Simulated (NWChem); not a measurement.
A series in which one site is exchanged, each optimised at PBE0/def2-SVP with NWChem, gas phase unless a solvent is named. This build's default masses of Se (78.918 u) and Br (79.917 u) are each other's, which moves their modes by up to 0.6 %. For some, no frequency run checked for a minimum. def2 effective core potentials on I; no spin-orbit coupling.

A: [SiH3][Se]Cl (SiH3SeCl; site = Cl)
B: [Se]([SiH3])I (SiH$_{3}$SeI; site = I)
C: [SiH3][Se]Br (SiH₃SeBr; site = Br)
D: [SiH3][SeH] (SiH$_{4}$Se; site = H)

Values for A:

* **dipole (D), PBE0/def2-SVP**: 1.80
* **vertical ionisation energy, ΔSCF, PBE/def2-SVP (eV)**: 8.92
* **static polarisability, B3LYP/def2-SVPD (bohr³)**: 72.8

Task: How do these values change for the other members?

Result: 
| change from A | B | C | D |
|---|---|---|---|
| dipole (D), PBE0/def2-SVP | -0.57 | -0.23 | -0.81 |
| vertical ionisation energy, ΔSCF, PBE/def2-SVP (eV) | -0.42 | -0.16 | +0.31 |
| static polarisability, B3LYP/def2-SVPD (bohr³) | +22.0 | +8.1 | -13.4 |
